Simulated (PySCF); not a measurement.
**Spinor energies of Se³²⁺ (selenium, charge +32)**

Start: 1s2. Calculated with PySCF 2.14 in an uncontracted even-tempered set (15 s from 50 bohr⁻², ratio 2.4; 10 p from 65 bohr⁻², ratio 2.4; 3 d from 200 bohr⁻², ratio 2.6; 3 f from 310 bohr⁻², ratio 2.6): generalised Hartree-Fock with the X2C-1e Hamiltonian and a Gaussian nucleus; one run each with spin-orbit coupling (SO) switched off, then screened by Boettger's factors.

| spinor shell | electrons | ε, spin-free (eV) | ε, screened SO (eV) | weight of nominal j (screened SO) | rms radius, screened SO (bohr) |
| --- | --- | --- | --- | --- | --- |
| 1s1/2 | 2 | -15383.8 | -15383.8 | 1.000 | 0.0503 |

| quantity | spin-free | screened SO |
| --- | --- | --- |
| E (hartree) | -1152.45397 | -1152.45397 |
| M_J | 0 | 0 |
| ⟨J²⟩ | 0.000 | 0.000 |
| ⟨L²⟩ | 0.000 | 0.000 |
| ⟨S²⟩ | 0.000 | 0.000 |

Without spin-orbit coupling the j labels of p, d and f shells carry no meaning; the spin-free column gives the mean over the occupied spinors of each nl shell.
